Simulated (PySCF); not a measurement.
Mg(NMe2)(SeH) (C2H7MgNSe), SMILES C[N](C)[Mg][SeH].

The structure is a stationary point at PBE0-D3(BJ)/def2-SVP. Other conformers were not sampled.

The numbers are results of PBE0-D3(BJ)/def2-SVP run with PySCF 2.14.0, not measurements.

Frequencies are harmonic and unscaled.

Computed harmonic wavenumbers and intensities:
```csv
mode,ν (cm⁻¹),IR (km/mol),moving atoms (share of kinetic energy)
1,61,5.7,"Mg 36 %, C 33 %, H 18 %, Se 9 %"
2,84,11.6,"Mg 66 %, H 16 %, C 10 %"
3,85,4.4,H 96 %
4,175,20.2,"H 57 %, N 30 %, Mg 13 %"
5,194,28.8,"Mg 46 %, C 25 %, N 16 %, H 11 %"
6,214,0.9,"Se 40 %, C 35 %, H 13 %, N 9 %"
7,259,0.0,H 97 %
8,298,21.7,"H 60 %, N 35 %"
9,396,10.9,"H 32 %, C 28 %, Mg 25 %, N 11 %"
10,496,0.8,H 95 %
11,628,55.6,"Mg 53 %, C 24 %, H 13 %, N 10 %"
12,1024,109.3,"C 42 %, H 35 %, N 22 %"
13,1092,0.5,"H 75 %, C 24 %"
14,1108,0.0,"H 80 %, C 20 %"
15,1157,0.2,"H 68 %, C 20 %, N 12 %"
16,1253,85.9,"N 58 %, C 33 %, H 9 %"
17,1283,33.1,"H 39 %, N 36 %, C 24 %"
18,1430,5.8,"H 86 %, C 14 %"
19,1439,0.0,H 97 %
20,1442,3.6,H 97 %
21,1458,31.4,"H 81 %, C 19 %"
22,1483,18.0,H 96 %
23,1499,0.1,H 96 %
24,2437,12.7,H 99 %
25,2940,90.1,H 97 %
26,2947,206.4,H 97 %
27,2983,125.5,"H 91 %, C 9 %"
28,2996,0.0,"H 90 %, C 10 %"
29,3080,37.6,"H 91 %, C 9 %"
30,3081,41.3,"H 91 %, C 9 %"
```
